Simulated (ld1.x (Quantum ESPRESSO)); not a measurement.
# Plane-wave convergence, ultrasoft potential for arsenic

ld1.x (Quantum ESPRESSO) 7.5 input, shortened:

```
&input
   title='As', zed=33., rel=2, dft='PZ', iswitch=3,
   config='[Ar] 3d10 4s1 4p4 4d-2', rel_dist='average'
 /
 &inputp
   pseudotype=3, tm=.true., lloc=-1, rcloc=1.60,
   nlcc=.true., new_core_ps=.true., rcore=1.55,
   which_augfun='PSQ', rmatch_augfun=1.25
 /
6
4S  1  0   1.00   0.00  1.70  2.10  0.0
4S  1  0   0.00  -0.75  1.70  2.10  0.0
4P  2  1   4.00   0.00  1.20  1.60  0.0
4P  2  1   0.00   2.90  1.20  1.60  0.0
4D  3  2  -2.00  -0.05  1.30  1.75  0.0
4D  3  2  -2.00   1.60  1.30  1.75  0.0
 &test
   configts(1)='4s1 4p4'
 /
```

Open shells are filled in proportion to 2j + 1 (rel_dist='average').

The pseudo-atom Hamiltonian at the reference potential is diagonalised in spherical Bessel functions j_l(qr) that vanish at 20 bohr, with q² up to the cutoff. All-electron valence levels (Ry): 4s -1.1454, 4p1/2 -0.4545, 4p3/2 -0.4323.

Task: How do the lowest levels (Ry) of each channel move with the cutoff, and are there ghosts?

Result:

```tsv
cutoff (Ry)	s #1	s #2	p1/2 #1	p3/2 #1	p3/2 #2	d3/2 #1	d3/2 #2	d5/2 #1	f #1	f #2	Σ f·Δε (mRy)
8	-1.1448	-0.0383	-0.4528	-0.4301	0.0283	0.0625	0.1363	0.0625	0.1146	0.2421	8.7
10	-1.1451	-0.0383	-0.4534	-0.4303	0.0283	0.0625	0.1363	0.0625	0.1146	0.2421	7.1
12	-1.1453	-0.0383	-0.4534	-0.4305	0.0283	0.0625	0.1363	0.0625	0.1146	0.2421	6.3
15	-1.1453	-0.0383	-0.4539	-0.4314	0.0282	0.0625	0.1363	0.0625	0.1146	0.2421	3.4
18	-1.1453	-0.0383	-0.4542	-0.4319	0.0282	0.0625	0.1363	0.0625	0.1146	0.2421	1.6
21	-1.1453	-0.0383	-0.4544	-0.4321	0.0282	-0.3997	0.0625	-0.5715	0.1146	0.2421	0.8
25	-1.1453	-0.0383	-0.4544	-0.4322	0.0282	-1.2807	0.0625	-1.4025	0.1146	0.2421	0.5
30	-1.1454	-0.0383	-0.4544	-0.4322	0.0282	-1.9172	0.0625	-1.9941	0.1146	0.2421	0.4
400	-1.1454	-0.0383	-0.4545	-0.4323	0.0282	-2.3274	0.0625	-2.3705	0.1146	0.2421	0.0
```

Result: ghost states, extra bound levels that the all-electron valence spectrum of the same l lacks: d5/2 at -32.3 eV, d3/2 at -31.7 eV (a true bound ghost makes a file unfit for plane-wave use); 10 mRy is reached at 8 Ry and 1 mRy at 21 Ry.

Its largest configuration-test error is -377 meV.
